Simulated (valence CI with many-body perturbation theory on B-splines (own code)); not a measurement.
E1 line list for Pr XXVI

Method: configuration interaction combined with many-body perturbation theory (CI+MBPT): six valence electrons over a frozen Dirac-Fock core [Ar] 3d10, a basis of 9 s, 9 p, 8 d, 6 f, 3 g, 1 h functions for each j, with the one-electron correlation potential Σ1 (screened to all orders), the two-electron term Σ2, the three-electron term Σ3, Breit, model QED; selected single and double excitations, second order for the rest, scaled by the run's own slope (own B-spline code, finite nucleus).

No measured spectrum was set against this ion. As an estimate, levels hold to about 250 cm⁻¹ or 0.2 % of their energy and the worst to 1 %, as in measured heavy ions of charge 2 to 7; those with d or f electrons hold less well. Among the levels kept, up to 700 cm⁻¹ of a level comes from second order outside the variational space, and about a tenth of that is noise between levels of different J, which matters for small intervals.

Lines 1 to 50 of 90 in falling wavelength, among levels below 1223200 cm⁻¹, chosen from the strongest by gf and those to the six lowest levels. Wavelengths and rates use the calculated energies, so an error of 2000 cm⁻¹ moves a line at 33.95 nm by 0.68 % and its rate by three times that or more. Electric multipoles are in the length gauge, E1 and E2 with the static RPA response of the core. Weak lines are less certain than strong ones. Lines between different terms over intervals too small for the method are left out, as are lines whose strength nearly cancels. Where a level lies close to another of its J and parity, the split of strength between their lines is uncertain. The highest levels of a list are the least certain.

Levels are named by their leading jj configuration (3d3/2^4 stands for four electrons in 3d with j = 3/2), which in mixed levels can hold well under half, so a name can repeat and another be missing. Letters in brackets count levels of one name in rising energy.

```csv
λ vac (nm),Upper,Lower,A (s⁻¹),S (a.u.)
33.95,(4s 4p1/2^2 4p3/2^3) J=1,(4s^2 4p3/2^4) J=0,4.99e+07,2.89e-03
25.55,(4s^2 4p1/2^2 4p3/2 4d3/2) J=1,(4s^2 4p3/2^4) J=0,7.11e+07,1.76e-03
21.15,(4s 4p1/2^2 4p3/2^3) J=2,(4s^2 4p1/2 4p3/2^3) J=2,2.84e+09,6.62e-02
20.44,(4s 4p1/2 4p3/2^4) J=1,(4s^2 4p3/2^4) J=0,1.94e+09,2.45e-02
20.03,(4s 4p1/2^2 4p3/2^3) J=2,(4s^2 4p1/2 4p3/2^3) J=1,4.14e+09,8.20e-02
19.86,(4s^2 4p1/2^2 4p3/2 4d5/2) J=1,(4s^2 4p3/2^4) J=0,1.04e+09,1.20e-02
19.17,(4s 4p1/2^2 4p3/2^3) J=1,(4s^2 4p1/2 4p3/2^3) J=2,5.35e+09,5.59e-02
18.25,(4s 4p1/2^2 4p3/2^3) J=1,(4s^2 4p1/2 4p3/2^3) J=1,2.40e+09,2.16e-02
18.10,(4s^2 4p1/2 4p3/2^2 4d3/2) J=1 [a],(4s^2 4p3/2^4) J=0,6.85e+08,6.02e-03
17.20,(4s^2 4p1/2^2 4p3/2 4d3/2) J=2,(4s^2 4p1/2 4p3/2^3) J=2,2.14e+07,2.69e-04
16.85,(4s^2 4p1/2^2 4p3/2 4d3/2) J=3,(4s^2 4p1/2 4p3/2^3) J=2,2.68e+07,4.43e-04
16.45,(4s^2 4p1/2^2 4p3/2 4d3/2) J=2,(4s^2 4p1/2 4p3/2^3) J=1,6.73e+07,7.40e-04
16.21,(4s^2 4p1/2^2 4p3/2 4d3/2) J=0,(4s^2 4p1/2 4p3/2^3) J=1,1.79e+07,3.77e-05
16.17,(4s^2 4p1/2^2 4p3/2 4d3/2) J=1,(4s^2 4p1/2 4p3/2^3) J=2,1.39e+09,8.73e-03
15.53,(4s^2 4p1/2 4p3/2^2 4d5/2) J=1,(4s^2 4p3/2^4) J=0,1.61e+09,8.92e-03
15.51,(4s^2 4p1/2^2 4p3/2 4d3/2) J=1,(4s^2 4p1/2 4p3/2^3) J=1,2.02e+09,1.12e-02
15.15,(4s^2 4p1/2^2 4p3/2 4d5/2) J=2,(4s^2 4p1/2 4p3/2^3) J=2,1.03e+09,8.86e-03
14.56,(4s^2 4p1/2^2 4p3/2 4d5/2) J=2,(4s^2 4p1/2 4p3/2^3) J=1,1.45e+09,1.10e-02
14.48,(4s^2 4p1/2 4p3/2^2 4d3/2) J=1 [b],(4s^2 4p3/2^4) J=0,4.91e+08,2.21e-03
14.39,(4s^2 4p1/2^2 4p3/2 4d5/2) J=3,(4s^2 4p1/2 4p3/2^3) J=2,2.94e+07,3.03e-04
14.19,(4s 4p1/2^2 4p3/2^3) J=2,(4s^2 4p1/2^2 4p3/2^2) J=2,1.71e+10,1.21e-01
14.16,(4s 4p1/2^2 4p3/2^3) J=1,(4s^2 4p1/2^2 4p3/2^2) J=0,5.79e+09,2.44e-02
14.14,(4s 4p1/2 4p3/2^4) J=0,(4s^2 4p1/2 4p3/2^3) J=1,2.92e+10,4.07e-02
13.96,(4s 4p1/2 4p3/2^4) J=1,(4s^2 4p1/2 4p3/2^3) J=2,1.49e+10,6.01e-02
13.94,(4s^2 4p1/2 4p3/2^2 4d3/2) J=1 [c],(4s^2 4p3/2^4) J=0,1.42e+09,5.69e-03
13.69,(4s^2 4p1/2^2 4p3/2 4d5/2) J=1,(4s^2 4p1/2 4p3/2^3) J=2,1.38e+10,5.25e-02
13.46,(4s 4p1/2 4p3/2^4) J=1,(4s^2 4p1/2 4p3/2^3) J=1,2.40e+09,8.66e-03
13.36,(4s^2 4p1/2 4p3/2^2 4d3/2) J=1 [d],(4s^2 4p3/2^4) J=0,1.86e+09,6.57e-03
13.27,(4s 4p1/2^2 4p3/2^3) J=1,(4s^2 4p1/2^2 4p3/2^2) J=2,2.51e+10,8.70e-02
13.21,(4s^2 4p1/2^2 4p3/2 4d5/2) J=1,(4s^2 4p1/2 4p3/2^3) J=1,3.14e+07,1.07e-04
13.07,(4s^2 4p1/2 4p3/2^2 4d3/2) J=2 [a],(4s^2 4p1/2 4p3/2^3) J=2,2.28e+08,1.26e-03
12.83,(4s^2 4p1/2 4p3/2^2 4d3/2) J=1 [a],(4s^2 4p1/2 4p3/2^3) J=2,1.70e+10,5.31e-02
12.79,(4s^2 4p1/2 4p3/2^2 4d3/2) J=3 [a],(4s^2 4p1/2 4p3/2^3) J=2,2.20e+05,1.59e-06
12.63,(4s^2 4p1/2 4p3/2^2 4d3/2) J=2 [a],(4s^2 4p1/2 4p3/2^3) J=1,8.34e+07,4.15e-04
12.52,(4s^2 4p1/2 4p3/2^2 4d3/2) J=0,(4s^2 4p1/2 4p3/2^3) J=1,8.82e+09,8.54e-03
12.46,(4s^2 4p1/2^2 4p3/2 4d3/2) J=1,(4s^2 4p1/2^2 4p3/2^2) J=0,7.12e+09,2.04e-02
12.41,(4s^2 4p1/2 4p3/2^2 4d3/2) J=1 [a],(4s^2 4p1/2 4p3/2^3) J=1,9.08e+08,2.57e-03
12.39,(4s^2 4p1/2 4p3/2^2 4d5/2) J=3 [a],(4s^2 4p1/2 4p3/2^3) J=2,1.61e+08,1.06e-03
12.30,(4s^2 4p1/2^2 4p3/2 4d3/2) J=2,(4s^2 4p1/2^2 4p3/2^2) J=2,4.46e+09,2.04e-02
12.11,(4s^2 4p1/2^2 4p3/2 4d3/2) J=3,(4s^2 4p1/2^2 4p3/2^2) J=2,8.57e+08,5.27e-03
11.93,(4s^2 4p1/2 4p3/2^2 4d3/2) J=2 [b],(4s^2 4p1/2 4p3/2^3) J=2,1.63e+07,6.84e-05
11.76,(4s^2 4p1/2^2 4p3/2 4d3/2) J=1,(4s^2 4p1/2^2 4p3/2^2) J=2,5.16e+10,1.24e-01
11.57,(4s^2 4p1/2 4p3/2^2 4d3/2) J=2 [b],(4s^2 4p1/2 4p3/2^3) J=1,1.20e+09,4.60e-03
11.48,(4s^2 4p1/2 4p3/2^2 4d5/2) J=1,(4s^2 4p1/2 4p3/2^3) J=2,2.53e+10,5.66e-02
11.22,(4s^2 4p1/2 4p3/2^2 4d3/2) J=2 [c],(4s^2 4p1/2 4p3/2^3) J=2,4.42e+08,1.54e-03
11.21,(4s^2 4p1/2^2 4p3/2 4d5/2) J=2,(4s^2 4p1/2^2 4p3/2^2) J=2,6.54e+10,2.27e-01
11.14,(4s^2 4p1/2 4p3/2^2 4d5/2) J=2 [a],(4s^2 4p1/2 4p3/2^3) J=2,8.41e+08,2.87e-03
11.14,(4s^2 4p1/2 4p3/2^2 4d5/2) J=1,(4s^2 4p1/2 4p3/2^3) J=1,2.19e+10,4.49e-02
11.10,(4s 4p1/2 4p3/2^4) J=1,(4s^2 4p1/2^2 4p3/2^2) J=0,3.10e+10,6.28e-02
11.03,(4s^2 4p1/2 4p3/2^2 4d3/2) J=3 [b],(4s^2 4p1/2 4p3/2^3) J=2,1.42e+10,6.57e-02
```
